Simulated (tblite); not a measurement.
Isomers of C3H7Si2 (doublet state). All values are computed: GFN2-xTB (tblite) harmonic vibrations without scaling, gas phase. Against measured fundamentals such values can be off by several per cent, at times by over 20. Modes of hydrogen on silicon can be 10 to 20 % off. One conformer each. Open shells enter through the occupations alone, without spin polarisation, and single modes of such species can be off by tens of per cent.

Electronic energies: GFN2-xTB at the same geometries; isomer energies are rough at this level and their order can be wrong.

| SMILES | electronic energy, lowest = 0 (kJ/mol) |
| --- | --- |
| [SiH2][C@@H]1C=C[SiH2]1 | 27.5 |
| [SiH3][C@H]1[C]=C[SiH2]1 | 103.9 |
| [SiH3][C@@H]1C=[C][SiH2]1 | 87.7 |
| [SiH3][C@H]1C=C[SiH]1 | 14.1 |
| [SiH3][C]1C=C[SiH2]1 | 0.0 |

Question: How do GFN2-xTB zero-point energies change the relative energies?

Answer: 
```json
{"SMILES": "[SiH3][C]1C=C[SiH2]1", "ZPE (kJ/mol)": "196.6", "of it from modes above 1550 cm⁻¹": "103.5", "electronic (kJ/mol)": "0.0", "with ZPE, lowest = 0 (kJ/mol)": "0.0", "lowest mode (cm⁻¹)": "32", "rings": "1"}
{"SMILES": "[SiH3][C@H]1C=C[SiH]1", "ZPE (kJ/mol)": "206.7", "of it from modes above 1550 cm⁻¹": "116.7", "electronic (kJ/mol)": "14.1", "with ZPE, lowest = 0 (kJ/mol)": "24.2", "lowest mode (cm⁻¹)": "108", "rings": "1"}
{"SMILES": "[SiH2][C@@H]1C=C[SiH2]1", "ZPE (kJ/mol)": "206.2", "of it from modes above 1550 cm⁻¹": "117.6", "electronic (kJ/mol)": "27.5", "with ZPE, lowest = 0 (kJ/mol)": "37.1", "lowest mode (cm⁻¹)": "108", "rings": "1"}
{"SMILES": "[SiH3][C@@H]1C=[C][SiH2]1", "ZPE (kJ/mol)": "198.0", "of it from modes above 1550 cm⁻¹": "113.3", "electronic (kJ/mol)": "87.7", "with ZPE, lowest = 0 (kJ/mol)": "89.1", "lowest mode (cm⁻¹)": "101", "rings": "1"}
{"SMILES": "[SiH3][C@H]1[C]=C[SiH2]1", "ZPE (kJ/mol)": "196.6", "of it from modes above 1550 cm⁻¹": "103.7", "electronic (kJ/mol)": "103.9", "with ZPE, lowest = 0 (kJ/mol)": "103.9", "lowest mode (cm⁻¹)": "99", "rings": "1"}
```

The zero-point energies span 10.1 kJ/mol, from `[SiH3][C]1C=C[SiH2]1` to `[SiH3][C@H]1C=C[SiH]1`. The order is unchanged.

Question: What do entropy and thermal enthalpy add at 298.15 K and 1 bar (rigid rotor, harmonic oscillator, one conformer each)?

Answer: 
```tsv
SMILES	point group	symmetry number	S (J/(mol K))	H − H(0) (kJ/mol)	ZPE + H − H(0) − TS (kJ/mol)
[SiH3][C]1C=C[SiH2]1	Cs	1	364.8	22.65	110.5
[SiH3][C@H]1C=C[SiH]1	C1	1	348.6	21.22	124.0
[SiH2][C@@H]1C=C[SiH2]1	C1	1	351.1	21.64	123.1
[SiH3][C@@H]1C=[C][SiH2]1	C1	1	353.9	22.17	114.6
[SiH3][C@H]1[C]=C[SiH2]1	C1	1	354.8	22.25	113.1
```

S holds R ln(2S + 1) for the spin.
